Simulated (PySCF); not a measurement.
Species: C3H9NOSi.
SMILES: `C(=N\[SiH3])/[C@H](O)C`

Method: TDDFT CAM-B3LYP/def2-SVPD, vertical, gas phase, core orbitals frozen in the response (PySCF). Geometry: GFN2-xTB, one conformer, isolated molecule. Torsions of this conformer, `[CH3:1][C@@H:2]([OH:3])/[CH:4]=[N:5]/[SiH3:6]`: C1–C2–C4–N5 -116°, H–O3–C2–C1 110°.

Orbital energies (eV): HOMO-3 -10.94, HOMO-2 -10.51, HOMO-1 -9.31, HOMO -8.88, LUMO 0.27, LUMO+1 0.96, LUMO+2 1.46.

Lowest singlets, with some entries withheld (?).

```tsv
state	λ (nm)	f	main configurations (H = HOMO, L = LUMO)
S1	269.5	?	H→L (95%)
S2	196.8	?	H-1→L (96%)
S3	187.3	?	H→L+1 (91%)
S4	165.0	?	H-3→L (79%)
S5	163.5	?	H-1→L+1 (65%)
S6	159.2	?	H→L+2 (72%), H→L+4 (14%)
S7	158.9	?	H→L+4 (53%), H→L+2 (16%), H→L+3 (13%)
S8	158.5	?	H-2→L (63%), H→L+4 (13%), H→L+3 (11%)
```

**Question.** What stands in place of each question mark?

**Answer.** 
- S1: f = 0.0006
- S2: f = 0.070
- S3: f = 0.041
- S4: f = 0.012
- S5: f = 0.0036
- S6: f = 0.017
- S7: f = 0.052
- S8: f = 0.282

**Question.** Where do the lowest triplets lie (Tamm–Dancoff)?

**Answer.** T1 4.06 eV, H→L (93%); T2 5.17 eV, H-2→L (63%), H-1→L (15%), H-6→L (8%); T3 6.20 eV, H-1→L (81%), H-2→L (13%). E(S1) − E(T1) = +0.54 eV.

**Question.** What is the mean static polarisability from the same response equations?

**Answer.** 77.6 au (11.50 Å³), with principal values 63.4, 70.9 and 98.5 au.

**Question.** Which level carries the most intensity, and what share of the listed sum of f?

**Answer.** S8, with f = 0.282 of 0.478, 59%.

The run took 66 s wall on one thread of an Arm Neoverse N1 (shared host), and the process peaked at 0.90 GiB of memory.
